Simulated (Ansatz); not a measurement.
## One elementary step

Start structure (Si$_{4}$H$_{11}$OF, closed shell), relaxed at PBE0-D4/def2-TZVP:

```
17
angstrom
Si -0.2440 0.3366 -0.1937
Si 1.2752 -1.3687 0.3309
Si -0.5458 0.4263 -2.5173
Si -2.2957 -0.1028 0.8540
F 0.2656 1.8088 0.3044
H 2.4819 0.9989 2.7003
O 2.5598 0.9821 1.7440
H 2.6233 -1.1446 -0.2420
H 1.3314 -1.6778 1.7809
H 0.6677 -2.5501 -0.3564
H -1.5040 1.5020 -2.8885
H 0.7440 0.6618 -3.2194
H -1.1008 -0.8853 -2.9496
H -2.7452 -1.4551 0.4250
H -2.1449 -0.0922 2.3344
H -3.3297 0.8949 0.4685
H 1.9612 1.6654 1.4246
```

The step: Si₄H₉F ([F][Si]([SiH3])([SiH3])[SiH3]) + H₂O → Si₃H₇OF ([OH][Si]([F])([SiH3])[SiH3]) + SiH₄; bonds formed: Si1–O7, Si2–H6; bonds broken: Si1–Si2, H6–O7. Computed with Ansatz 0.2.0 (basis: def2-TZVPP and def2-QZVPP); correlated methods freeze the cores. Extrapolation: Hartree–Fock as exp(−7.88 √X), correlation as X^−2.97. Energies below are by CCSD(T) at an estimated basis limit (MP2 extrapolated from triple and quadruple zeta, plus CCSD(T) − MP2 in triple zeta).

Q: What are the electronic barrier and the energy of the step, from the start structure to the end structure? (Judge from chemistry; the value comes from the calculation.)

A: The calculation gives: Barrier 37.33 kcal/mol; step energy -20.61 kcal/mol (downhill); reverse barrier, their difference, 57.94 kcal/mol. Barrier and step energy count from the start structure, the reverse barrier from the end structure.

The saddle point: One imaginary mode of 528i cm⁻¹.
```csv
pair,start (Å),saddle (Å),end (Å)
Si1–O7,3.47,1.84,1.64
Si2–H6,3.56,2.08,1.48
Si1–Si2,2.34,2.87,4.33
H6–O7,0.96,1.07,3.66
```

Zero-point energy (harmonic, PBE0-D4): ZPE is 64.09 kcal/mol at the start and 62.21 kcal/mol at the saddle, so the barrier goes from 37.33 to 35.44 kcal/mol.

T1 diagnostic: at most 0.015.

Labels in which every atom is bracketed show which atoms are joined, not bond orders.

For scale, one of the runs: CCSD(T)/def2-TZVPP, 384 basis functions, launched by `ansatz run in.yaml --threads 4 --pin off --events-out ev --progress --plain --max-ram 41984MiB --backend cuda --devices 0, --max-vram 37GiB`. Time: 9.5 s of wall clock on 4 CPU threads of an AMD EPYC 7R13 and a share of one NVIDIA H100; the host was shared. Peak host memory: 0.89 GiB.
